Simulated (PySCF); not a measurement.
CH8ClNSi2, SMILES N([Si@@H](C)Cl)[SiH3].

Geometry: PBE-D3(BJ)/def2-SVP. The structure was generated by enumeration; whether it is a known compound was not checked. The values are those of a single conformer.

All values below come from SMD-B3LYP/6-31G* in PySCF.

Solvation free energies are E(SMD) − E(gas) at the gas-phase geometry, for 1 M in both phases. In vacuum the dipole moment is 2.20 D.

| solvent | ΔG(solv) (kcal/mol) | its non-electrostatic (CDS) part | dipole (D) |
|---|---|---|---|
| water | -0.1 | 4.3 | 2.76 |
| acetone | -4.8 | -0.5 | 2.73 |
| cyclohexanone | -3.8 | 0.3 | 2.71 |
